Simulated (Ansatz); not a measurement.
Gas-phase electronic energies from Ansatz, PBE0-D4/def2-TZVP geometries. CCSD(T)/CBS adds triple-zeta CCSD(T) − MP2 to the extrapolated MP2 energy (def2 sets, frozen cores). This one scheme is used for every species. For Ga outer-core shells are correlated without core-valence functions, which leaves a few kJ/mol of doubt a bond. Scalar relativity is left out up to krypton. Each species was taken in one conformer, which may not be the lowest.

Reaction (ligand exchange at a Ga–Cl bond): `[SiH3][GaH][Cl]` + `[SiH3]S` → `[SiH3][S][GaH][SiH3]` + HCl

| species | CCSD/def2-TZVPP energy (Eh) |
| --- | --- |
| `[SiH3][GaH][Cl]` | -2674.66896 |
| `[SiH3]S` | -689.19185 |
| `[SiH3][S][GaH][SiH3]` | -2903.52911 |
| HCl | -460.32332 |

Q: Work out ΔE.

A: ΔE = (-2903.52911) + (-460.32332) − (-2674.66896) − (-689.19185) = 0.00838 Eh = +0.23 eV. CCSD(T)/CBS gives +0.17 eV.

Largest T1 diagnostic among the species: 0.013.

At CCSD(T), def2-SVP lies +0.07 eV from the extrapolated value and def2-TZVPP +0.02 eV. Leaving LDA and LC-ωPBE aside and taking each functional with its dispersion term where it has one, the values, not all of them listed here, spread over 0.10 eV, from revPBE-D4 to CAM-B3LYP-D4. LDA lies −0.07 eV from PBE without D4. The D4 term adds −0.09 eV with B3LYP and −0.05 eV with PBE0; it sums over pairs of atoms, weighted by their polarisabilities, and B3LYP, whose exchange is more repulsive, gets the larger term.

B3LYP here is the variant with VWN-RPA as its local correlation; programs differ in this.
